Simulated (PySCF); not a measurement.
C7H12BF.
Cartesian coordinates in Å at the PBE0-D3(BJ)/def2-SVP level; atoms count from 1:
```
atom  x, y, z in Å
C1    -2.1326    0.8994   -0.1822
C2    -1.4892   -0.4277    0.0791
C3    -2.2169   -1.5382    0.2143
F4    -3.5519   -1.5430    0.1346
C5     0.0033   -0.4774    0.2061
B6     0.7265    0.3814    1.3131
C7     2.1029    0.8369    0.7272
C8     2.2596    0.0350   -0.5725
C9     0.8311   -0.1987   -1.0669
H10   -1.9335    1.5949    0.6510
H11   -3.2195    0.8051   -0.3002
H12   -1.7270    1.3667   -1.0942
H13   -1.8047   -2.5331    0.4077
H14    0.2995   -1.4923    0.5679
H15    0.2825    0.6359    2.4091
H16    1.8988    1.9052    0.4845
H17    2.9781    0.8540    1.3941
H18    2.7329   -0.9368   -0.3465
H19    2.8958    0.5251   -1.3262
H20    0.7529   -1.0056   -1.8126
H21    0.4538    0.7180   -1.5537
```

Computed at PBE0/pcSseg-1 (PySCF, non-relativistic), with Q(11B) = 0.04059 b: B6, 11B (I = 3/2): χzz = 5.753 MHz, η = 0.040.

**Question.** Where would the pure quadrupole (NQR) lines of 11B at B6 fall for the rigid, isolated species?

**Answer.** From ν = (|χ|/2)√(1 + η²/3): ν = 2.877 MHz (three-coordinate boron).

In a crystal, neighbours and librations shift these lines. With a basis this small, the couplings can be 20 % off.

These values come from a run that also computed NMR shieldings. Hardware: one thread of an Arm Neoverse N1, on a shared host. Cost: 76 s of wall time, 0.99 GiB resident at most.

One conformer stands for the species.
